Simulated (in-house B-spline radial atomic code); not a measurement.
Atomic self-consistent-field run: P⁵⁺. Level of theory: non-relativistic LDA PW92, spin-polarised, spherical fractional occupations, point nucleus; calculated with an all-electron radial atomic-structure program (B-spline basis).

Command:
```bash
python run_scf.py task.json out
```
Settings:
```
Z                15
configuration    [He] 2s2 2p6
hamiltonian      nr
method           lda,pw
spin_polarised   True
```

Output (hartree, bohr):
```
 radial grid: 40 intervals, B-splines of order 8, outer radius 7.0175 bohr

 iter        energy (Eh)    residual
    1        -328.079119    6.73e-01
    2        -332.449010    3.11e-01
    3        -333.378821    9.56e-02
    4        -333.471403    2.77e-02
    5        -333.477965    1.24e-02
    6        -333.479691    1.11e-04
    7        -333.479691    1.35e-06
    8        -333.479691    3.43e-08

 total energy                      -333.47969
 kinetic                             332.8440
 electron-nucleus                   -766.1164
 Hartree                             119.8064
 exchange-correlation                -20.0136

 orbital      occ     eigenvalue          <r>       <r^2>       <1/r>     <1/r^3>       <r^4>       r_max
 1s up      1.000       -78.9550      0.10427     0.01462     14.5223           - 0.000551062     0.06823
 1s down    1.000       -78.9550      0.10427     0.01462     14.5223           - 0.000551062     0.06823
 2s up      1.000        -9.0844     0.519063    0.320346     2.81938           -     0.18521      0.4203
 2s down    1.000        -9.0844     0.519063    0.320346     2.81938           -     0.18521      0.4203
 2p up      3.000        -7.3423     0.479299    0.286848     2.73184     64.0792     0.17561      0.3521
 2p down    3.000        -7.3423     0.479299    0.286848     2.73184     64.0792     0.17561      0.3521
```

Cost of the run: 0.06 s on 1 thread of Arm Neoverse V1 (shared host).
